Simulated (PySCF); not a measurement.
**[Dy(H2O)]3+ relaxed at several levels**

Computed with PySCF 2.14.0, def2-SVP on the ligands, density fitting, scalar-relativistic core potentials, no spin-orbit coupling, vacuum. Each row is relaxed at its own level from the same template. Distances are means of the shortest metal–ligand contacts, charges and spins Mulliken's; removal energies are rigid, with the ligand's formal charge and no counterpoise, so too large; for an anion taken off a cation in vacuum most of it is the attraction of opposite charges, and multiply charged cations can part far more cheaply with an electron moved from ligand to metal. lcecp potentials hold a fixed number of 4f electrons in the core, out of states, spins and gaps.

```json
{"level": "PBE0", "basis on the metal": "lcecp-1-SVP with ECP55", "point group": "C2v", "M–H2O (Å)": "2.171", "charge on M (e)": "2.55", "removal of one H2O (eV)": "5.24", "strongest infrared band, degenerate modes summed (cm⁻¹)": "3386", "unstable modes (below −25 cm⁻¹)": "0"}
```

What does the calculation give for PBE, lcecp-1-SVP with ECP55?

point group: C2v, M–H2O (Å): 2.178, charge on M (e): 2.49, removal of one H2O (eV): 5.49, strongest infrared band, degenerate modes summed (cm⁻¹): 3231, unstable modes (below −25 cm⁻¹): 0.
```xyz
4

Dy    0.0000    0.0000   -0.0707
O     0.0000    0.0000    2.1069
H     0.7902    0.0000    2.7455
H    -0.7902    0.0000    2.7455
```

One start shape was tried for each, so a minimum needn't be the lowest isomer.
